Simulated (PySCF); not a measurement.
Task: What does the PBE0-D3(BJ)/def2-SVP structure of `N[SiH2][C@H]([SiH3])[SiH2]Cl` look like in three dimensions?

Result: 
Z-matrix in Å and degrees, rows numbered from 1:
```
N 
Si  1  1.7226
C   2  1.9042  1  113.60
Si  3  1.8846  2  110.54  1    87.79
Si  3  1.8608  2  111.16  1   -35.09
Cl  5  2.0895  3  110.25  2   -39.12
H   1  1.0130  2  121.55  3    70.22
H   1  1.0116  2  122.05  3   -86.89
H   2  1.4908  1  110.49  3  -121.31
H   2  1.4960  1  106.73  3   119.01
H   3  1.1056  2  108.58  1  -153.46
H   4  1.4959  3  109.14  2   -46.39
H   4  1.4934  3  110.42  2    73.36
H   4  1.4980  3  111.59  2  -165.62
H   5  1.4896  3  111.89  2  -157.18
H   5  1.4900  3  111.61  2    79.66
```

Si2 (SiH2 silicon) is distorted tetrahedral (angles from 106.7° to 113.6°). Of the pairs four or more bonds apart, Cl6···H7 is among the closest relative to their van der Waals radii: 2.84 Å, 96 % of the sum of Bondi's values. N1 (silicon-bound nitrogen) is almost planar (angles 122.1°, 121.5° and 112.8°, sum 356.4°, 0.13 Å off the plane of its three neighbours). The C–Si distances run from 1.861 Å (C3–Si5, drawn single) to 1.904 Å (Si2–C3, drawn single), a spread of 0.043 Å.

Computed with PBE0-D3(BJ)/def2-SVP geometry optimisation, gas phase in PySCF 2.14.0.

Point group: C1 (no symmetry element, even within 0.4 Å). PBE0-D3(BJ)/def2-SVP frequencies: not computed here. One conformer, not necessarily the lowest (H–N1–Si2–C3 70° and -87°, N1–Si2–C3–Si4 88°, Si2–C3–Si5–Cl6 -39°).

The run took 4.1 min wall on one thread, x86-64 server, on a shared host. This is the geometry optimisation.
